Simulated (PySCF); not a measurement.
# GeCl: energy against distance

Set-up: PySCF, no relativity, basis sets Ge 6-31G(d,p), Cl 6-31G(d,p). Energies in eV from Ge + Cl in their ground configurations at the same level. State: ²Π (doublet), unpaired electrons π ↑.

All columns are LDA. A positive dipole means Ge(−)Cl(+).

| R (Å) | E (eV) | μ (D) | Mulliken charge on Ge (basis-dependent) | HOMO (eV) | LUMO (eV) | Mayer bond order | ⟨S²⟩ |
| --- | --- | --- | --- | --- | --- | --- | --- |
| 1.889 | -3.903 | 0.38 | -0.12 | -3.51 | -3.61 | 1.39 | 0.75 |
| 1.976 | -4.445 | -0.17 | -0.04 | -3.70 | -3.79 | 1.34 | 0.75 |
| 2.064 | -4.728 | -0.71 | 0.04 | -3.87 | -3.97 | 1.29 | 0.75 |
| 2.130 | -4.818 | -1.12 | 0.09 | -4.00 | -4.09 | 1.26 | 0.75 |
| 2.196 | -4.832 | -1.51 | 0.14 | -4.13 | -4.22 | 1.23 | 0.75 |
| 2.262 | -4.787 | -1.89 | 0.18 | -4.25 | -4.34 | 1.20 | 0.75 |
| 2.350 | -4.662 | -2.38 | 0.23 | -4.40 | -4.49 | 1.16 | 0.75 |
| 2.459 | -4.435 | -2.95 | 0.27 | -4.58 | -4.67 | 1.12 | 0.75 |
| 2.591 | -4.106 | -3.59 | 0.32 | -4.78 | -4.86 | 1.08 | 0.75 |
| 2.767 | -3.632 | -4.35 | 0.35 | -5.02 | -5.10 | 1.05 | 0.76 |

A fit through these points gives, at Re = 2.176 Å, μ = -1.39 D and dμ/dR = -5.93 D/Å; the reduced mass is 23.74 u.

**Question.** How strong is the fundamental in the double-harmonic approximation, I = 42.26·(dμ/dR)²/μred km/mol?

**Answer.** I = 42.26·(-5.93)²/23.74 = 62.6 km/mol at LDA.

Spin–orbit coupling is left out. Counting both spins, an empty level lies below a filled one in this solution, because spin and occupation are held. The state is the lowest determinant that a PBE0 search found; another state may lie lower at other levels.
